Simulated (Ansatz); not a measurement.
Mulliken charges of ClF$_{2}$Si (`F[Si](F)Cl`) radical from ωB97M-V/def2-TZVPP in Ansatz (PBE0-D4/def2-TZVP geometry).

```json
{"atom": "F1", "x (Å)": "1.308", "y (Å)": "0.129", "z (Å)": "0.798", "charge (e)": "-0.258"}
{"atom": "Si2", "x (Å)": "0.221", "y (Å)": "-0.316", "z (Å)": "-0.266", "charge (e)": "0.674"}
{"atom": "F3", "x (Å)": "-0.872", "y (Å)": "-1.157", "z (Å)": "0.515", "charge (e)": "-0.258"}
{"atom": "Cl4", "x (Å)": "-0.658", "y (Å)": "1.345", "z (Å)": "-1.047", "charge (e)": "-0.159"}
```

Task: By hand: the dipole of these point charges (1 e Å = 4.8032 D).

Result: Σ q r = (0.141, -0.162, -0.352) e Å, of length 0.412 e Å = 1.98 D.

Task: How does the dipole of the full density compare? (Estimate.)

Result: The calculation gave: (0.065, -0.066, -0.200) e Å, 1.06 D; the point charges give 1.87 times that, at 7° from its direction.

Point charges leave out the atoms' own dipoles, such as those of lone pairs, and Mulliken's split depends on the basis, so the two needn't agree.
